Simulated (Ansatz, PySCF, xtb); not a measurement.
Gas-phase reaction R1 → P1, each structure at its B3LYP-D3(BJ)/def2-TZVP stationary point, reached from a drawn start; harmonic modes at that level show minima.
R1, C2H4F2 (SMILES FCCF) (charge 0, multiplicity 1, Z-matrix in Å and degrees):
```
C
F 1 1.3908
H 1 1.0921 2 107.96
H 1 1.0938 3 109.71 2 -117.48
C 1 1.5019 3 110.74 4 -121.17
F 5 1.3908 1 110.71 3 -48.15
H 5 1.0921 6 107.96 1 121.36
H 5 1.0938 7 109.71 6 -117.48
```
P1, C2H4F2 (SMILES FCCF) (charge 0, multiplicity 1):
```xyz
8

F     -1.3520     0.9584    -0.6523
C     -0.7511    -0.0912     0.0384
C      0.7511     0.0912    -0.0384
F      1.3520    -0.9586     0.6520
H     -1.0558    -1.0301    -0.4271
H     -1.0962    -0.0657     1.0734
H      1.0961     0.0660    -1.0734
H      1.0558     1.0299     0.4274
```

P less R. No zero-point or thermal terms. One arrangement of each flexible species, with no search for the lowest.

Programs: Ansatz (Gaussian orbitals); PySCF for the D3/D4 terms; xtb for the GFN methods. All values are computed, each at the level named.

Task: One of these levels gives 0.22 kcal/mol for the reaction energy. Which?
A. GFN2-xTB
B. HF/cc-pVTZ
C. PBE-D4/def2-TZVPP
D. BLYP/def2-TZVPP

Result: B, HF/cc-pVTZ. The others give -1.23 (GFN2-xTB), 1.34 (PBE-D4/def2-TZVPP), 1.02 (BLYP/def2-TZVPP)

Ansatz is a program for electronic structure.
